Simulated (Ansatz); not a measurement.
The multiplicity is imposed and other spin states were not computed.

These are r2SCAN-D4/def2-SVP (Ansatz, a program for electronic structure) values and carry that method's errors. No frequencies were computed at this level.

Ansatz 0.2 input:
```yaml
crystal:
  periodic: [false, false, false]
  atoms:
    - { symbol: Cd, position_ang: [-0.324953, -1.317583, -0.266335] }
    - { symbol: C, position_ang: [1.719788, -1.125229, 0.412309] }
    - { symbol: H, position_ang: [1.946836, -0.079709, 0.2033] }
    - { symbol: H, position_ang: [2.422674, -1.774503, -0.099067] }
    - { symbol: H, position_ang: [1.76106, -1.306669, 1.484548] }
    - { symbol: O, position_ang: [-1.467705, 0.350362, -0.366936] }
    - { symbol: C, position_ang: [-2.789806, 0.567509, -0.74544] }
    - { symbol: H, position_ang: [-2.987584, 0.255452, -1.782919] }
    - { symbol: H, position_ang: [-2.988803, 1.646271, -0.679661] }
    - { symbol: H, position_ang: [-3.505416, 0.05586, -0.082432] }
basis:
  gaussian: { orbitals: def2-svp }
hamiltonian:
  xc: r2scan
  dispersion: d4
relax:
  max_steps: 150
```

Output:

```
Functional definition: r2SCAN
1115 factors; their error is unknown
mean field evaluation 1: about -8762.3700 eV, gradient 7.8e1 eV
mean field evaluation 2: about -8632.2591 eV, gradient 2.1e2 eV
mean field evaluation 4: about -8777.1263 eV, gradient 1.4e1 eV
mean field evaluation 8: about -8777.6619 eV, gradient 2.0e-1 eV
mean field evaluation 16: about -8777.6291 eV, gradient 1.0e-3 eV
mean field -8777.62912282 eV, -322.5719205731 hartree, gradient 2.4e-5 eV, S^2 0.000000; 0 other end points of the search recorded, 0 dependent functions left out
reference -8777.62913664 eV, -322.5719210808 hartree; 23, 23 occupied and 80, 80 virtual orbitals, 1115 factors
relax step   1: F+E_penalty+E_count = -8777.66722770 eV  Δ(F+E_penalty+E_count) = +0.000e0 eV  max|allowed force component| = 1.016e0 eV/Å  Δτ_max = 0.0000 Å  (29 SCF iters, accepted)
these checks for a lower state are left out or cut short: starts, cluster_reference, orbital_swaps, neighbouring_geometries, increment
1115 factors; their error is unknown
mean field -8777.86928223 eV, -322.5807462683 hartree, gradient 2.3e-5 eV, S^2 0.000000; 0 other end points of the search recorded, 0 dependent functions left out
reference -8777.86929620 eV, -322.5807467820 hartree; 23, 23 occupied and 80, 80 virtual orbitals, 1115 factors
relax step   2: F+E_penalty+E_count = -8777.90680599 eV  Δ(F+E_penalty+E_count) = -2.396e-1 eV  max|allowed force component| = 7.895e-1 eV/Å  Δτ_max = 0.1944 Å  (31 SCF iters, accepted)
these checks for a lower state are left out or cut short: starts, cluster_reference, orbital_swaps, neighbouring_geometries, increment
1115 factors; their error is unknown
mean field evaluation 32: about -8778.0385 eV, gradient 8.8e-6 eV
mean field -8778.03852505 eV, -322.5869658274 hartree, gradient 8.7e-6 eV, S^2 0.000000; 0 other end points of the search recorded, 0 dependent functions left out
reference -8778.03853909 eV, -322.5869663433 hartree; 23, 23 occupied and 80, 80 virtual orbitals, 1115 factors
relax step   3: F+E_penalty+E_count = -8778.07569928 eV  Δ(F+E_penalty+E_count) = -1.689e-1 eV  max|allowed force component| = 5.067e-1 eV/Å  Δτ_max = 0.1948 Å  (31 SCF iters, accepted)
these checks for a lower state are left out or cut short: starts, cluster_reference, orbital_swaps, neighbouring_geometries, increment
1115 factors; their error is unknown
mean field -8778.16923548 eV, -322.5917693472 hartree, gradient 1.2e-5 eV, S^2 0.000000; 0 other end points of the search recorded, 0 dependent functions left out
reference -8778.16924945 eV, -322.5917698604 hartree; 23, 23 occupied and 80, 80 virtual orbitals, 1115 factors
relax step   4: F+E_penalty+E_count = -8778.20617911 eV  Δ(F+E_penalty+E_count) = -1.305e-1 eV  max|allowed force component| = 6.595e-1 eV/Å  Δτ_max = 0.1987 Å  (30 SCF iters, accepted)
these checks for a lower state are left out or cut short: starts, cluster_reference, orbital_swaps, neighbouring_geometries, increment
1115 factors; their error is unknown
mean field -8778.26999421 eV, -322.5954721620 hartree, gradient 2.5e-5 eV, S^2 0.000000; 0 other end points of the search recorded, 0 dependent functions left out
reference -8778.27000817 eV, -322.5954726753 hartree; 23, 23 occupied and 80, 80 virtual orbitals, 1115 factors
relax step   5: F+E_penalty+E_count = -8778.30672808 eV  Δ(F+E_penalty+E_count) = -1.005e-1 eV  max|allowed force component| = 3.664e-1 eV/Å  Δτ_max = 0.2000 Å  (30 SCF iters, accepted)
these checks for a lower state are left out or cut short: starts, cluster_reference, orbital_swaps, neighbouring_geometries, increment
1115 factors; their error is unknown
mean field -8778.32869073 eV, -322.5976292196 hartree, gradient 1.1e-5 eV, S^2 0.000000; 0 other end points of the search recorded, 0 dependent functions left out
reference -8778.32870483 eV, -322.5976297377 hartree; 23, 23 occupied and 80, 80 virtual orbitals, 1115 factors
relax step   6: F+E_penalty+E_count = -8778.36528528 eV  Δ(F+E_penalty+E_count) = -5.856e-2 eV  max|allowed force component| = 1.785e-1 eV/Å  Δτ_max = 0.2000 Å  (30 SCF iters, accepted)
these checks for a lower state are left out or cut short: starts, cluster_reference, orbital_swaps, neighbouring_geometries, increment
1115 factors; their error is unknown
mean field -8778.36909179 eV, -322.5991139309 hartree, gradient 1.4e-5 eV, S^2 0.000000; 0 other end points of the search recorded, 0 dependent functions left out
reference -8778.36910590 eV, -322.5991144497 hartree; 23, 23 occupied and 80, 80 virtual orbitals, 1115 factors
relax step   7: F+E_penalty+E_count = -8778.40592530 eV  Δ(F+E_penalty+E_count) = -4.064e-2 eV  max|allowed force component| = 2.139e-1 eV/Å  Δτ_max = 0.1549 Å  (30 SCF iters, accepted)
these checks for a lower state are left out or cut short: starts, cluster_reference, orbital_swaps, neighbouring_geometries, increment
1115 factors; their error is unknown
mean field evaluation 64: about -8778.3802 eV, gradient 2.1e-1 eV
mean field -8778.38035828 eV, -322.5995279669 hartree, gradient 1.7e-5 eV, S^2 0.000000; 0 other end points of the search recorded, 0 dependent functions left out
reference -8778.38037242 eV, -322.5995284863 hartree; 23, 23 occupied and 80, 80 virtual orbitals, 1115 factors
relax step   8: F+E_penalty+E_count = -8778.41750592 eV  Δ(F+E_penalty+E_count) = -1.158e-2 eV  max|allowed force component| = 3.379e-1 eV/Å  Δτ_max = 0.1496 Å  (30 SCF iters, accepted)
these checks for a lower state are left out or cut short: starts, cluster_reference, orbital_swaps, neighbouring_geometries, increment
1115 factors; their error is unknown
mean field -8778.38263822 eV, -322.5996117531 hartree, gradient 8.6e-6 eV, S^2 0.000000; 0 other end points of the search recorded, 0 dependent functions left out
reference -8778.38265242 eV, -322.5996122750 hartree; 23, 23 occupied and 80, 80 virtual orbitals, 1115 factors
relax step   9: F+E_penalty+E_count = -8778.41995786 eV  Δ(F+E_penalty+E_count) = -2.452e-3 eV  max|allowed force component| = 2.483e-1 eV/Å  Δτ_max = 0.0663 Å  (31 SCF iters, accepted)
these checks for a lower state are left out or cut short: starts, cluster_reference, orbital_swaps, neighbouring_geometries, increment
1115 factors; their error is unknown
mean field -8778.38889977 eV, -322.5998418607 hartree, gradient 2.4e-5 eV, S^2 0.000000; 0 other end points of the search recorded, 0 dependent functions left out
reference -8778.38891393 eV, -322.5998423813 hartree; 23, 23 occupied and 80, 80 virtual orbitals, 1115 factors
relax step  10: F+E_penalty+E_count = -8778.42615806 eV  Δ(F+E_penalty+E_count) = -6.200e-3 eV  max|allowed force component| = 6.815e-2 eV/Å  Δτ_max = 0.0478 Å  (30 SCF iters, accepted)
these checks for a lower state are left out or cut short: starts, cluster_reference, orbital_swaps, neighbouring_geometries, increment
1115 factors; their error is unknown
mean field -8778.38904226 eV, -322.5998470973 hartree, gradient 2.2e-5 eV, S^2 0.000000; 0 other end points of the search recorded, 0 dependent functions left out
reference -8778.38905643 eV, -322.5998476179 hartree; 23, 23 occupied and 80, 80 virtual orbitals, 1115 factors
relax step  11: F+E_penalty+E_count = -8778.42633041 eV  Δ(F+E_penalty+E_count) = -1.724e-4 eV  max|allowed force component| = 2.086e-2 eV/Å  Δτ_max = 0.0107 Å  (31 SCF iters, accepted)
these checks for a lower state are left out or cut short: starts, cluster_reference, orbital_swaps, neighbouring_geometries, increment
1115 factors; their error is unknown
mean field -8778.38905021 eV, -322.5998473894 hartree, gradient 1.6e-5 eV, S^2 0.000000; 0 other end points of the search recorded, 0 dependent functions left out
reference -8778.38906438 eV, -322.5998479100 hartree; 23, 23 occupied and 80, 80 virtual orbitals, 1115 factors
relax step  12: F+E_penalty+E_count = -8778.42634088 eV  Δ(F+E_penalty+E_count) = -1.047e-5 eV  max|allowed force component| = 1.255e-2 eV/Å  Δτ_max = 0.0033 Å  (24 SCF iters, accepted)
these checks for a lower state are left out or cut short: starts, cluster_reference, orbital_swaps, neighbouring_geometries, increment
1115 factors; their error is unknown
mean field evaluation 96: about -8778.4193 eV, gradient 1.8e-1 eV
mean field -8778.38905517 eV, -322.5998475717 hartree, gradient 1.1e-5 eV, S^2 0.000000; 0 other end points of the search recorded, 0 dependent functions left out
reference -8778.38906934 eV, -322.5998480923 hartree; 23, 23 occupied and 80, 80 virtual orbitals, 1115 factors
relax step  13: F+E_penalty+E_count = -8778.42634725 eV  Δ(F+E_penalty+E_count) = -6.367e-6 eV  max|allowed force component| = 1.098e-3 eV/Å  Δτ_max = 0.0015 Å  (23 SCF iters, accepted)
1115 factors; their error is unknown
mean field -8778.38905517 eV, -322.5998475717 hartree, gradient 1.1e-5 eV, S^2 0.000000; 1 other end points of the search recorded, 0 dependent functions left out
reference -8778.38906934 eV, -322.5998480923 hartree; 23, 23 occupied and 80, 80 virtual orbitals, 1115 factors
Total energy: -8778.42636141 eV, -322.6012185508 hartree
Atom 0 at    -0.017363    -0.137268     0.007209 Å, force    -0.000127     0.000207    -0.000034 eV/Å
Atom 1 at     1.749729    -1.165114     0.422687 Å, force     0.000006    -0.000833    -0.000333 eV/Å
Atom 2 at     2.609153    -0.481190     0.356471 Å, force     0.000092     0.000021     0.000060 eV/Å
Atom 3 at     1.890200    -1.980590    -0.302012 Å, force     0.000120     0.000024     0.000129 eV/Å
Atom 4 at     1.711783    -1.592689     1.435414 Å, force     0.000309     0.000281     0.000199 eV/Å
Atom 5 at    -1.609982     0.979040    -0.345910 Å, force    -0.000524     0.000143     0.000104 eV/Å
Atom 6 at    -2.848632     0.503889    -0.776202 Å, force    -0.000097     0.001098     0.000069 eV/Å
Atom 7 at    -2.817918    -0.008811    -1.763064 Å, force     0.000078    -0.000304     0.000033 eV/Å
Atom 8 at    -3.547550     1.356203    -0.891582 Å, force     0.000104    -0.000303     0.000005 eV/Å
Atom 9 at    -3.333328    -0.201710    -0.065645 Å, force     0.000039    -0.000334    -0.000233 eV/Å
Dipole moment:     0.223812    -0.336500     0.028705 e Å
```

Cost: very roughly 80 core-seconds.
